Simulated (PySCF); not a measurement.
Telling isomers of C$_{7}$H$_{10}$N$_{2}$O apart by NMR

[PySCF: geometry: GFN2-xTB; NMR shieldings at PBE0/pcSseg-1/GIAO; no relativistic terms; one averaged value for each set of equivalent atoms; no solvent; one computed conformer]

Scale: TMS for 1H (31.72 ppm), 13C (186.93 ppm) (reference shieldings calculated alike). Where no couplings were computed, multiplicities follow the n + 1 count of equivalent neighbours, and m marks all less simple cases (inequivalent or close neighbours, rings, F or P nearby). Shifts are as computed. Against solution values, carbons near 30 ppm lie about +3 ppm off and those near 130 ppm about +5 ppm (rms about the fit 2.1 ppm; single classes can miss by 10 ppm). Of 1328 compounds with measured shifts, 309 miss one by over three times the rms of a fit or turn the order of signals round; such compounds aren't used in these exercises. Signals without a measured value on file couldn't be tested in this way; 1H shifts scatter by 0.2 ppm about their fit, and single ones miss by 0.5 ppm.

(1) Tabulate the signals of `CC(=O)c1cn(C)nc1C`, `C=CCn1nccc1OC` and their relative energies.

(2) What is the quickest way to tell CC(=O)c1cn(C)nc1C from C=CCn1nccc1OC?

## Answers

(1) 
| SMILES | carbon types | δC | δH | E rel. (kcal/mol) |
| --- | --- | --- | --- | --- |
| CC(=O)c1cn(C)nc1C | 3×C 1×CH 3×CH3 | 194.6, 156.1, 136.9, 127.3, 39.5, 30.3, 17.7 | 7.57 (s, 1H), 3.96 (s, 3H), 2.65 (s, 3H), 2.39 (s, 3H) | 0.0 |
| C=CCn1nccc1OC | 1×C 3×CH 2×CH2 1×CH3 | 161.4, 145.3, 140.8, 122.8, 87.5, 58.5, 54.0 | 7.40 (m, 1H), 6.37 (m, 1H), 5.50 (m, 1H), 5.43 (m, 1H), 5.34 (m, 1H), 4.62 (d, 2H), 3.99 (s, 3H) | 37.2 |

Energies are electronic energies at PBE0/pcSseg-1 on these geometries, without zero-point or thermal terms, each for the one conformer computed, which needn't be the lowest.

(2) Both give the same number of carbon signals, but DEPT or the intensities differ. The first has a methyl carbon on an aromatic ring (CH3) at 17.7 ppm, the second a terminal =CH2 carbon at 122.8 ppm. Their most deshielded carbons lie at 194.6 and 161.4 ppm.
